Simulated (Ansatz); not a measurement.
Total energies of the cluster Cs2F2 (the lowest singlet isomer of a short search) from Ansatz at CCSD(T)/def2-TZVPP, gas phase (1 Eh = 27.2114 eV = 2625.5 kJ/mol). The reference geometry is relaxed at PBE0-D4/def2-TZVP.

```tsv
atom	x (Å)	y (Å)	z (Å)
Cs1	1.4418	-1.3340	0.5501
Cs2	-1.4433	1.3324	-0.5499
F3	0.2219	-0.4072	-1.5696
F4	-0.2204	0.4088	1.5693
```

```json
{"state": "charge 0 singlet", "geometry": "reference", "energy (Eh)": "-239.69677"}
{"state": "charge 1 doublet", "geometry": "reference", "energy (Eh)": "-239.34277"}
{"state": "charge 0 triplet", "geometry": "relaxed at PBE0-D4/def2-TZVP", "energy (Eh)": "-239.51185"}
{"state": "charge 0 quintet", "geometry": "relaxed at PBE0-D4/def2-TZVP", "energy (Eh)": "-239.27492"}
{"state": "free Cs atom (doublet)", "geometry": "–", "energy (Eh)": "-20.01271"}
{"state": "free F atom (doublet)", "geometry": "–", "energy (Eh)": "-99.62506"}
```

In the def2 sets Cs takes a core potential; there is no spin–orbit coupling. Correlated methods freeze 2 core orbitals; core or outer-core shells of Cs are correlated, in sets that lack core-valence functions. In CCSD on the charge 1 doublet the largest single amplitude is 0.36, so its Hartree–Fock determinant may place the open shell otherwise than the density functionals do.

(1) Work out the vertical ionisation energy to the doublet.

(2) Which of the charge 0 states is lowest, and how far above it are the others?

(3) What is the binding energy per atom against free atoms?

(1) E(charge 1 doublet) − E(charge 0 singlet) = -239.34277 − (-239.69677) = 0.35400 Eh = 9.63 eV.

(2) The singlet. triplet: -239.51185 − (-239.69677) = 0.18492 Eh = 485.5 kJ/mol; quintet: -239.27492 − (-239.69677) = 0.42185 Eh = 1107.6 kJ/mol. The quintet has fallen apart, so its energy is that of loose fragments and no spin gap. The quintet differs in its bonds from the reference.

(3) Atoms: 2 × (-20.01271) + 2 × (-99.62506) = -239.27554 Eh. Binding: -239.27554 − (-239.69677) = 0.42123 Eh = 11.46 eV, or 2.87 eV for each of 4 atoms (no zero-point energy, no counterpoise term).

At CCSD(T)/def2-TZVPP T1 of the charge 1 doublet is large (up to 0.059), so the single-reference result is doubtful. 

The structure comes from a short search, and lower isomers may exist.
